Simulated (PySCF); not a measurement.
Spectrum to structure. Level of theory: TDDFT B3LYP/def2-SVPD, vertical, gas phase, core orbitals frozen in the response (PySCF 2.14.0, density-fitted response routines). Geometries: GFN2-xTB, one conformer each.

```
state  E (eV)  λ (nm)       f
   S1    5.17   239.7  0.0011
   S2    5.51   225.1  0.0072
   S3    5.83   212.5  0.0013
   S4    6.11   202.9   0.017
   S5    6.53   190.0   0.020
   S6    6.63   187.1  0.0000
   S7    7.09   174.8   0.060
   S8    7.15   173.5  0.0017
```

Orbital energies (eV): HOMO-3 -9.40, HOMO-2 -8.72, HOMO-1 -8.45, HOMO -6.91, LUMO -0.71, LUMO+1 -0.57, LUMO+2 0.19.

Question: Which structure fits?
A. `CS[SiH2]OC=O`
B. `[SiH3]C[C@H]1C[SiH2][SiH2]1`
C. `COC(=S)O[SiH3]`

Answer: A. Its S1 lies at 5.17 eV; the nearest of the others has S1 at 6.16 eV. S1 is HOMO→LUMO+1 (98%). Löwdin shares by element: HOMO sulfur 71%, carbon 10% or more, silicon 10%; LUMO oxygen 47%, carbon 41% or more, hydrogen 8% or more. At the same level the other candidates give, for their lowest levels:
- `[SiH3]C[C@H]1C[SiH2][SiH2]1`: 6.16 eV (f 0.005); 6.21 eV (f 0.008); 6.34 eV (f 0.030); 6.45 eV (f 0.035); 6.49 eV (f 0.087); T1 5.52 eV; HOMO -7.39, LUMO -0.33 eV
- `COC(=S)O[SiH3]`: 4.09 eV (f 0.000); 5.51 eV (f 0.050); 5.89 eV (f 0.128); 6.21 eV (f 0.009); 6.25 eV (f 0.017); T1 3.80 eV; HOMO -6.64, LUMO -1.13 eV

Conformer computed: `[CH3:1][S:2][SiH2:3][O:4][CH:5]=[O:6]`: C1–S2–Si3–O4 180°, S2–Si3–O4–C5 180°, Si3–O4–C5–O6 0°.
Triplets come from the Tamm–Dancoff approximation.
